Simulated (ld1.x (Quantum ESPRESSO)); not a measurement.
# bismuth (Bi) RRKJ: all-electron and pseudo phase curves

```
Element                 : Bi (Z = 83)
Generator               : ld1.x (Quantum ESPRESSO) 7.5
Type                    : norm-conserving RRKJ (Kleinman–Bylander form)
Functional              : PBEsol
Relativity              : scalar-relativistic
Frozen core             : [Xe] 4f14
Valence charge          : 15
Reference configuration : 5d10 6s2 6p3
Partial waves           : 6p (bound): rc 1.75 bohr; 5d (bound): rc 1.85 bohr; 6s (bound): rc 1.80 bohr
Local potential         : the s channel
Core correction         : none
rho0                    : 0.01
```

The phase is arctan(r·u′/u) with u = r·R(r), unwrapped; energies in Ry, scanned from -4 to 5 Ry. A pole is an energy at which the radial function vanishes at the test radius. The pseudo phase is shifted by a multiple of π to meet the all-electron one at the reference energy, and phase errors are pseudo minus all-electron; the curves can meet again beyond the range given. Levels narrower than the energy grid can be missing from the lists of poles.

```tsv
channel	radius (bohr)	reference energy (Ry)	poles, all-electron	poles, pseudo	unbroken range about the reference energy with phases within 0.05 rad	phase error 1 Ry above the reference energy (rad)
s	1.99	-1.07	3.28	2.78	below 4.0	-0.007
p	1.99	-0.34	none	4.79	below 0.8	-0.041
d	1.99	-1.99	-1.33	-1.31	below 1.3	+0.009
```

Note: ghost state, extra bound levels that the all-electron valence spectrum of the same l lacks: p at -703.0 eV. A true bound ghost makes a file unfit for plane-wave use.

Phases in the p channel:

```json
{"E (Ry)": "-4.00", "all-electron": "1.308", "pseudo": "1.288"}
{"E (Ry)": "-3.76", "all-electron": "1.297", "pseudo": "1.278"}
{"E (Ry)": "-3.52", "all-electron": "1.285", "pseudo": "1.267"}
{"E (Ry)": "-3.28", "all-electron": "1.271", "pseudo": "1.255"}
{"E (Ry)": "-3.04", "all-electron": "1.256", "pseudo": "1.242"}
{"E (Ry)": "-2.80", "all-electron": "1.240", "pseudo": "1.226"}
{"E (Ry)": "-2.56", "all-electron": "1.222", "pseudo": "1.209"}
{"E (Ry)": "-2.32", "all-electron": "1.201", "pseudo": "1.189"}
{"E (Ry)": "-2.08", "all-electron": "1.177", "pseudo": "1.167"}
{"E (Ry)": "-1.84", "all-electron": "1.149", "pseudo": "1.140"}
{"E (Ry)": "-1.60", "all-electron": "1.116", "pseudo": "1.109"}
{"E (Ry)": "-1.36", "all-electron": "1.077", "pseudo": "1.071"}
{"E (Ry)": "-1.12", "all-electron": "1.030", "pseudo": "1.026"}
{"E (Ry)": "-0.88", "all-electron": "0.971", "pseudo": "0.969"}
{"E (Ry)": "-0.64", "all-electron": "0.898", "pseudo": "0.896"}
{"E (Ry)": "-0.40", "all-electron": "0.803", "pseudo": "0.803"}
{"E (Ry)": "-0.16", "all-electron": "0.678", "pseudo": "0.678"}
{"E (Ry)": "0.08", "all-electron": "0.515", "pseudo": "0.510"}
{"E (Ry)": "0.32", "all-electron": "0.303", "pseudo": "0.288"}
{"E (Ry)": "0.56", "all-electron": "0.045", "pseudo": "0.012"}
{"E (Ry)": "0.80", "all-electron": "-0.235", "pseudo": "-0.288"}
{"E (Ry)": "1.04", "all-electron": "-0.497", "pseudo": "-0.565"}
{"E (Ry)": "1.28", "all-electron": "-0.714", "pseudo": "-0.788"}
{"E (Ry)": "1.52", "all-electron": "-0.882", "pseudo": "-0.957"}
{"E (Ry)": "1.76", "all-electron": "-1.010", "pseudo": "-1.083"}
{"E (Ry)": "2.00", "all-electron": "-1.108", "pseudo": "-1.179"}
{"E (Ry)": "2.24", "all-electron": "-1.184", "pseudo": "-1.252"}
{"E (Ry)": "2.48", "all-electron": "-1.244", "pseudo": "-1.311"}
{"E (Ry)": "2.72", "all-electron": "-1.292", "pseudo": "-1.358"}
{"E (Ry)": "2.96", "all-electron": "-1.333", "pseudo": "-1.397"}
{"E (Ry)": "3.20", "all-electron": "-1.366", "pseudo": "-1.430"}
{"E (Ry)": "3.44", "all-electron": "-1.395", "pseudo": "-1.459"}
{"E (Ry)": "3.68", "all-electron": "-1.419", "pseudo": "-1.484"}
{"E (Ry)": "3.92", "all-electron": "-1.441", "pseudo": "-1.506"}
{"E (Ry)": "4.16", "all-electron": "-1.460", "pseudo": "-1.526"}
{"E (Ry)": "4.40", "all-electron": "-1.477", "pseudo": "-1.544"}
{"E (Ry)": "4.64", "all-electron": "-1.493", "pseudo": "-1.561"}
{"E (Ry)": "4.88", "all-electron": "-1.507", "pseudo": "-1.577"}
```
